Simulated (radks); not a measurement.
Species: In4+. Configuration: [Kr] 4d9. All-electron calculation, Dirac Kohn-Sham, exchange-only PBE, spin-unpolarised, spherical densities, finite nucleus; open shells fill j = l - 1/2 first; Fermi nuclear charge, rms radius 4.6156 fm. Program: a radial shooting solver on a logarithmic mesh with Libxc functionals.

Spin-orbit splittings of the eigenvalues, e(l+1/2) - e(l-1/2), with zeta = 2 splitting/(2l+1) and mean radii in bohr:

shell  occ.  splitting (eV)  zeta (eV)  <r> j=l-1/2  <r> j=l+1/2
2p        6           210.9      140.6       0.1084       0.1137
3p        6           38.10      25.40       0.3394       0.3505
3d       10           7.810      3.124       0.3222       0.3257
4p        6           6.787      4.525       0.8930       0.9218
4d        9          0.9458     0.3783        1.107        1.119
5p        0          0.9321     0.6214        2.362        2.420
